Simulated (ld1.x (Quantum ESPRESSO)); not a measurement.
**Building the RRKJ potential for B (Z = 5) (LDA (PZ), scalar-relativistic).**

ld1.x (Quantum ESPRESSO) 7.5 was run on this input:

```
&input
   title='B', zed=5., rel=1, dft='PZ', iswitch=3,
   config='[He] 2s2 2p1',
   nld=2, rlderiv=2.40, eminld=-3.0, emaxld=5.0, deld=0.02
 /
 &inputp
   pseudotype=2, tm=.false., lloc=1,
   nlcc=.false.,
   file_pseudopw='B.UPF', file_wfcaegen='ae.wfc', file_wfcncgen='nc.wfc', file_beta='beta', file_chi='chi'
 /
2
2S  1  0   2.00   0.00  1.10  1.10  0.0
2P  2  1   1.00   0.00  2.20  2.20  0.0
 &test
   configts(1)='2s2 2p1'
 /
```

Command:

```bash
ld1.x < B.in > B.out
```

The program printed (shortened: banner, matrices, multipoles, cross overlaps and the repeated all-electron block are left out):

```
Program LD1 v.7.5
     --------------------------- All-electron run ----------------------------

     B
     scalar relativistic calculation

     atomic number is  5.00
     dft =PZ   lsd =0 sic =0 latt =0  beta=0.20 tr2=1.0E-14
     Exchange-correlation= PZ
                           (   1   1   0   0   0   0   0)
     mesh =1059 r(mesh) = 101.04461 a.u. xmin = -7.00 dx = 0.01250
     1 Ry =  13.60569312 eV, c = 137.03599908

     n l     nl                  e(Ry)          e(Ha)          e(eV)
     1 0     1S 1( 2.00)       -13.1316        -6.5658      -178.6638
     2 0     2S 1( 2.00)        -0.6901        -0.3451        -9.3898
     2 1     2P 1( 1.00)        -0.2734        -0.1367        -3.7204

     final scf error:  2.8E-15 reached in  32 iterations

     Etot =     -48.701118 Ry,     -24.350559 Ha,    -662.612468 eV

     Ekin =      48.362292 Ry,      24.181146 Ha,     658.002502 eV
     Encl =    -113.027233 Ry,     -56.513616 Ha,   -1537.813844 eV
     Eh   =      23.011419 Ry,      11.505709 Ha,     313.086301 eV
     Exc  =      -7.047596 Ry,      -3.523798 Ha,     -95.887428 eV

     normalization and overlap integrals

     s(1S/1S) =  1.000000  <r> =   0.3322  <r2> =    0.1500  r(max) =   0.2129
     s(2S/2S) =  1.000000  <r> =   1.9653  <r2> =    4.6702  r(max) =   1.5152
     s(2P/2P) =  1.000000  <r> =   2.2891  <r2> =    6.8012  r(max) =   1.5536

     ------------------------ End of All-electron run ------------------------

     --------------------- Generating NC pseudopotential ---------------------

      Generating local pot.: lloc=1, matching radius rcloc =   2.2000

      Wfc   2S  rcut= 1.095  Estimated cut-off energy=      100.18 Ry
      This function has    0 nodes for 0 < r <    1.095

     ------------------- End of pseudopotential generation -------------------

     Computing logarithmic derivative in   2.39129
     Computing logarithmic derivative in   2.39129
     Computing the partial wave expansion
     R is outside the sphere for l=    0 j= 0.00
       no projector for channel:   1

     ---------------------- Testing the pseudopotential ----------------------

     B
     scalar relativistic calculation

     atomic number is  5.00   valence charge is  3.00
     dft =PZ   lsd =0 sic =0 latt =0  beta=0.20 tr2=1.0E-14
     mesh =1059 r(mesh) = 101.04461 xmin = -7.00 dx = 0.01250

     n l     nl             e AE (Ry)        e PS (Ry)    De AE-PS (Ry)
     1 0     2S   1( 2.00)       -0.69014       -0.69014        0.00000
     2 1     2P   1( 1.00)       -0.27344       -0.27344        0.00000

     eps = 3.4E-15  iter =  9

     Etot =     -48.701118 Ry,     -24.350559 Ha,    -662.612468 eV
     Etotps =    -5.153789 Ry,      -2.576894 Ha,     -70.120871 eV

     Ekin =       2.469593 Ry,       1.234797 Ha,      33.600530 eV
     Encl =     -11.154107 Ry,      -5.577053 Ha,    -151.759354 eV
     Ehrt =       3.972282 Ry,       1.986141 Ha,      54.045645 eV
     Ecxc =      -1.556046 Ry,      -0.778023 Ha,     -21.171085 eV
     Epseu=       1.114489 Ry,       0.557244 Ha,      15.163392 eV

     ---------------------- End of pseudopotential test ----------------------
```

Generation and configuration tests took about 3.2 s on one core of a shared server CPU.

Transferability test of the new file with ld1.x, input:

```
&input
   title='B', zed=5., rel=1, dft='PZ', iswitch=2,
   config='[He] 2s2 2p1'
 /
 &test
   file_pseudo='B.UPF', nconf=10,
   configts(1)='2s2 2p1',
   configts(2)='2s2 2p0',
   configts(3)='2s1 2p0',
   configts(4)='2s2 2p0.5',
   configts(5)='2s1 2p1',
   configts(6)='2s1 2p2',
   configts(7)='2s0 2p3',
   configts(8)='2s2 2p1.3',
   configts(9)='2s2 2p1', lsdts(9)=1,
   configts(10)='2s1 2p0', lsdts(10)=1
 /
```

```bash
ld1.x < B.test.in > B.test.out
```

Pseudopotential blocks of its output, shortened (energy terms left out):

```
     ---------------------- Testing the pseudopotential ----------------------

     n l     nl             e AE (Ry)        e PS (Ry)    De AE-PS (Ry)
     1 0     2S   1( 2.00)       -0.69014       -0.69014        0.00000
     2 1     2P   1( 1.00)       -0.27344       -0.27344        0.00000

     eps = 3.1E-15  iter = 18

     Etot =     -48.701118 Ry,     -24.350559 Ha,    -662.612468 eV
     Etotps =    -5.153789 Ry,      -2.576894 Ha,     -70.120866 eV

     ---------------------- End of pseudopotential test ----------------------

          ---------------------- Testing the pseudopotential ----------------------

     n l     nl             e AE (Ry)        e PS (Ry)    De AE-PS (Ry)
     1 0     2S   1( 2.00)       -1.42714       -1.42320       -0.00394
     2 1     2P   1( 0.00)       -0.98934       -0.98202       -0.00732  !

     eps = 6.0E-15  iter = 14

     Etot =     -48.089125 Ry,     -24.044563 Ha,    -654.285884 eV
     Etotps =    -4.543927 Ry,      -2.271964 Ha,     -61.823281 eV
     dEtot_ae =       0.611993 Ry
     dEtot_ps =       0.609861 Ry,   Delta E=       0.002131 Ry

     ---------------------- End of pseudopotential test ----------------------

          ---------------------- Testing the pseudopotential ----------------------

     n l     nl             e AE (Ry)        e PS (Ry)    De AE-PS (Ry)
     1 0     2S   1( 1.00)       -2.30349       -2.28727       -0.01622  !
     2 1     2P   1( 0.00)       -1.87553       -1.84469       -0.03084  !

     eps = 1.7E-15  iter =  7

     Etot =     -46.229265 Ry,     -23.114633 Ha,    -628.981198 eV
     Etotps =    -2.692864 Ry,      -1.346432 Ha,     -36.638282 eV
     dEtot_ae =       2.471853 Ry
     dEtot_ps =       2.460925 Ry,   Delta E=       0.010928 Ry

     ---------------------- End of pseudopotential test ----------------------

          ---------------------- Testing the pseudopotential ----------------------

     n l     nl             e AE (Ry)        e PS (Ry)    De AE-PS (Ry)
     1 0     2S   1( 2.00)       -1.03331       -1.03284       -0.00046
     2 1     2P   1( 0.50)       -0.60236       -0.60096       -0.00140

     eps = 7.9E-15  iter = 16

     Etot =     -48.484819 Ry,     -24.242409 Ha,    -659.669567 eV
     Etotps =    -4.937720 Ry,      -2.468860 Ha,     -67.181101 eV
     dEtot_ae =       0.216299 Ry
     dEtot_ps =       0.216069 Ry,   Delta E=       0.000231 Ry

     ---------------------- End of pseudopotential test ----------------------

          ---------------------- Testing the pseudopotential ----------------------

     n l     nl             e AE (Ry)        e PS (Ry)    De AE-PS (Ry)
     1 0     2S   1( 1.00)       -1.43301       -1.43426        0.00126
     2 1     2P   1( 1.00)       -0.99517       -0.99422       -0.00095

     eps = 5.3E-15  iter = 12

     Etot =     -47.651322 Ry,     -23.825661 Ha,    -648.329265 eV
     Etotps =    -4.103326 Ry,      -2.051663 Ha,     -55.828589 eV
     dEtot_ae =       1.049796 Ry
     dEtot_ps =       1.050463 Ry,   Delta E=      -0.000667 Ry

     ---------------------- End of pseudopotential test ----------------------

          ---------------------- Testing the pseudopotential ----------------------

     n l     nl             e AE (Ry)        e PS (Ry)    De AE-PS (Ry)
     1 0     2S   1( 1.00)       -0.72416       -0.72464        0.00048
     2 1     2P   1( 2.00)       -0.30511       -0.30595        0.00084

     eps = 5.7E-15  iter = 12

     Etot =     -48.283209 Ry,     -24.141604 Ha,    -656.926520 eV
     Etotps =    -4.736042 Ry,      -2.368021 Ha,     -64.437136 eV
     dEtot_ae =       0.417910 Ry
     dEtot_ps =       0.417746 Ry,   Delta E=       0.000163 Ry

     ---------------------- End of pseudopotential test ----------------------

          ---------------------- Testing the pseudopotential ----------------------

     n l     nl             e AE (Ry)        e PS (Ry)    De AE-PS (Ry)
     1 0     2S   1( 0.00)       -0.75290       -0.75340        0.00051
     2 1     2P   1( 3.00)       -0.33189       -0.33331        0.00142

     eps = 6.8E-15  iter = 10

     Etot =     -47.863152 Ry,     -23.931576 Ha,    -651.211364 eV
     Etotps =    -4.316604 Ry,      -2.158302 Ha,     -58.730390 eV
     dEtot_ae =       0.837966 Ry
     dEtot_ps =       0.837185 Ry,   Delta E=       0.000781 Ry

     ---------------------- End of pseudopotential test ----------------------

          ---------------------- Testing the pseudopotential ----------------------

     n l     nl             e AE (Ry)        e PS (Ry)    De AE-PS (Ry)
     1 0     2S   1( 2.00)       -0.51533       -0.51512       -0.00021
     2 1     2P   1( 1.30)       -0.10988       -0.10986       -0.00001

     eps = 8.3E-15  iter = 18

     Etot =     -48.757886 Ry,     -24.378943 Ha,    -663.384841 eV
     Etotps =    -5.210563 Ry,      -2.605282 Ha,     -70.893322 eV
     dEtot_ae =      -0.056768 Ry
     dEtot_ps =      -0.056774 Ry,   Delta E=       0.000006 Ry

     ---------------------- End of pseudopotential test ----------------------

          ---------------------- Testing the pseudopotential ----------------------

     n l     nl             e AE (Ry)        e PS (Ry)    De AE-PS (Ry)
     1 0     2S   1( 1.00)       -0.71900       -0.72141        0.00240
     2 1     2P   1( 1.00)       -0.29951       -0.30164        0.00214
     1 0     2S   2( 1.00)       -0.64200       -0.63674       -0.00526  !
     2 1     2P   2( 0.00)       -0.23024       -0.22575       -0.00449

     eps = 1.7E-15  iter = 15

     Etot =     -48.718390 Ry,     -24.359195 Ha,    -662.847470 eV
     Etotps =    -5.172729 Ry,      -2.586365 Ha,     -70.378567 eV
     dEtot_ae =      -0.017272 Ry
     dEtot_ps =      -0.018941 Ry,   Delta E=       0.001668 Ry

     ---------------------- End of pseudopotential test ----------------------

          ---------------------- Testing the pseudopotential ----------------------

     n l     nl             e AE (Ry)        e PS (Ry)    De AE-PS (Ry)
     1 0     2S   1( 1.00)       -2.37896       -2.36858       -0.01037  !
     2 1     2P   1( 0.00)       -1.94657       -1.92708       -0.01949  !
     1 0     2S   2( 0.00)       -2.09168       -1.98907       -0.10262  !
     2 1     2P   2( 0.00)       -1.68047       -1.54587       -0.13461  !

     eps = 3.0E-16  iter =  8

     Etot =     -46.282797 Ry,     -23.141398 Ha,    -629.709529 eV
     Etotps =    -2.752834 Ry,      -1.376417 Ha,     -37.454214 eV
     dEtot_ae =       2.418321 Ry
     dEtot_ps =       2.400955 Ry,   Delta E=       0.017367 Ry

     ---------------------- End of pseudopotential test ----------------------
```
